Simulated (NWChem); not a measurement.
AlH$_{4}$ anion; SMILES [AlH4-]

Results from NWChem. Sets without diffuse functions describe the anion's extra electron poorly. Coordinates come from a B3LYP/def2-SVPD optimisation. Level B3LYP/def2-TZVP: single points from the atomic guess with DIIS by default; each run changes one setting, and all converged runs end within 0.3 mHa of each other.

**Question.** Which setting needs the most SCF iterations, or fails (occupation smearing of 0.005 Ha; core-Hamiltonian guess; defaults; DIIS on 3 Fock matrices; level shift of 0.5 Ha throughout)?

**Answer.** core-Hamiltonian guess, with 15 against 6 for the defaults.
```csv
setting,SCF iterations
defaults,6
level shift of 0.5 Ha throughout,10
occupation smearing of 0.005 Ha,6
DIIS on 3 Fock matrices,6
core-Hamiltonian guess,15
```
